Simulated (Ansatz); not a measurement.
`C[SiH](Cl)B[SiH3]` + `N=CF` → `F/C=N\B[SiH3]` + `C[SiH2]Cl` at 600 K and 1 bar (cleavage of the B–Si bond).

Isolated molecules relaxed with PBE0-D4/def2-TZVP in Ansatz; ΔE leaves out vibrations. CCSD(T)/CBS is the MP2 limit (def2-TZVPP, def2-QZVPP) plus CCSD(T) − MP2 in def2-TZVPP, frozen cores. This one scheme is used for every species. Each species was taken in one conformer, which may not be the lowest.

```
            species  CCSD(T)/CBS energy (Eh)  H − E (kJ/mol)  S (J/(mol·K))
`C[SiH](Cl)B[SiH3]`              -1105.61576           300.4          530.7
             `N=CF`               -193.72220           115.2          286.5
    `F/C=N\B[SiH3]`               -509.41110           221.0          438.7
        `C[SiH2]Cl`               -789.97638           190.1          364.9
```

H − E and S are ideal-gas, rigid-rotor, harmonic terms from PBE0-D4/def2-TZVP, for one conformer and one mirror image of each species. 1 Eh = 2625.50 kJ/mol, R = 8.31446 J/(mol·K).

Task: By hand: ΔE, ΔH, ΔS and ΔG.

Result: ΔE = (-509.41110) + (-789.97638) − (-1105.61576) − (-193.72220) = -0.04952 Eh = -130.0 kJ/mol. Δ(H − E) = 221.0 + 190.1 − 300.4 − 115.2 = -4.5, so ΔH = -134.5 kJ/mol. ΔS = 438.7 + 364.9 − 530.7 − 286.5 = -13.6 J/(mol·K). ΔG = -134.5 − 600 × (-13.6)/1000 = -126.3 kJ/mol.

Task: By hand: the equilibrium constant, and the temperature at which ΔG would vanish if ΔH and ΔS stayed fixed.

Result: log₁₀ K = −ΔG/(RT ln 10) = 11.0. ΔG = 0 at ΔH/ΔS = 9890 K, far beyond where these terms or the molecules hold.

The number of gas molecules stays the same, so ΔS is small and ΔH decides. A doubt of 5 kJ/mol in ΔE shifts log₁₀ K by 0.4 here. Other conformers and mirror images would add mixing entropy, several J/(mol·K) or more a flexible species. Modes under 60 cm⁻¹, often nearly free rotors, make the harmonic entropy too high. These are equilibria of isolated gas molecules and say nothing of rates. Largest T1 diagnostic: 0.015 (customary marks: 0.02 for closed shells, 0.045 for open ones).
